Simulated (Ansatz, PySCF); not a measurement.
C2H5Cl2FSi, SMILES F[SiH2]CC(Cl)Cl. Atoms are numbered in the order given.

```xyz
11

F     -2.9039    -1.5403    -0.1694
Si    -1.9380    -0.2351    -0.0009
C     -0.1644    -0.8786     0.0552
C      0.8288     0.1547    -0.4301
Cl     2.5093    -0.3949    -0.2522
Cl     0.5800     1.6905     0.4550
H     -2.3329     0.4527     1.2507
H     -2.1284     0.6298    -1.1953
H     -0.0839    -1.7811    -0.5730
H      0.0922    -1.1710     1.0861
H      0.6898     0.3946    -1.4913
```
Charge 0, spin multiplicity 1.

Geometry: ωB97X-D3(BJ)/def2-SVP. Other conformers were not sampled.

Two levels are set side by side: PBE-D3(BJ)/def2-SVP (Ansatz, an electronic-structure program) and ωB97X-D3(BJ)/def2-SVP (PySCF). Each level has its own optimised geometry; the coordinates shown are those of the second. Frequencies come from the Hessian of PySCF at each geometry. Differences are taken from unrounded values.

```
quantity                            ωB97X-D3(BJ)
----------------------------------  ------------
mean bond length (Å)                       1.487
bond F1–Si2 (Å)                            1.632
bond Si2–C3 (Å)                            1.888
bond C3–C4 (Å)                             1.513
bond C4–Cl5 (Å)                            1.777
bond C4–Cl6 (Å)                            1.790
bond Si2–H7 (Å)                            1.482
bond Si2–H8 (Å)                            1.487
bond C3–H9 (Å)                             1.103
bond C3–H10 (Å)                            1.102
bond C4–H11 (Å)                            1.097
highest harmonic wavenumber (cm⁻¹)          3179
mean harmonic wavenumber (cm⁻¹)             1120
zero-point energy (kcal/mol)               43.23
```

What does PBE-D3(BJ) give, and how far is it from ωB97X-D3(BJ)? (The exact figures need the calculation; the answer reports its results.)


```
quantity                            PBE-D3(BJ)  PBE-D3(BJ) minus ωB97X-D3(BJ)
----------------------------------  ----------  -----------------------------
mean bond length (Å)                     1.500                          0.013
bond F1–Si2 (Å)                          1.644                          0.012
bond Si2–C3 (Å)                          1.902                          0.015
bond C3–C4 (Å)                           1.512                         -0.001
bond C4–Cl5 (Å)                          1.799                          0.022
bond C4–Cl6 (Å)                          1.816                          0.026
bond Si2–H7 (Å)                          1.496                          0.014
bond Si2–H8 (Å)                          1.501                          0.014
bond C3–H9 (Å)                           1.111                          0.008
bond C3–H10 (Å)                          1.110                          0.008
bond C4–H11 (Å)                          1.106                          0.009
highest harmonic wavenumber (cm⁻¹)        3066                           -113
mean harmonic wavenumber (cm⁻¹)           1066                            -54
zero-point energy (kcal/mol)             41.16                          -2.08
```

Exact exchange shortens and stiffens bonds; PBE has none. Differences between two approximate levels are no errors against the true value.
